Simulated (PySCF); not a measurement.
C4H4F2, singlet, at a GFN2-xTB geometry. Base run: PySCF with DF-PBE/pcseg-0.

PySCF was given this input:
```python
from pyscf import gto, scf, dft

mol = gto.M(
    atom='''
C     1.015969    1.422008    2.064941
C     0.853568    0.525188    1.290837
C     0.635440   -0.546985    0.341465
C    -0.641627   -0.314309   -0.459607
F    -0.944979   -1.418008   -1.188697
F    -0.483550    0.691901   -1.350940
H     1.174162    2.202037    2.747806
H     0.537787   -1.500252    0.867442
H     1.478053   -0.608608   -0.352973
H    -1.513342   -0.073617    0.168635
''',
    basis='pcseg-0',
    charge=0,
    spin=0,
    verbose=4,
    max_memory=1800,
)

mf = dft.RKS(mol)
mf.xc = 'pbe'
mf = mf.density_fit(auxbasis='def2-universal-jkfit')
mf.kernel()
```

All variants below ran on the same shared machine, one core each. Differences are taken from the largest basis of the pcseg family in the series, which isn't the basis-set limit (pcseg-2: -6.994 eV). The cheapest run took very roughly 9 core-seconds.

| setting | basis functions | cost, times the cheapest (rough) | difference in HOMO energy (eV) |
|---|---|---|---|
| pcseg-0 | 62 | 1 | 0.005 |
| pcseg-1 | 104 | 2 | 0.044 |
| pcseg-2 | 236 | 6 | reference |

Times come from a shared machine, hold the start-up and are rough.
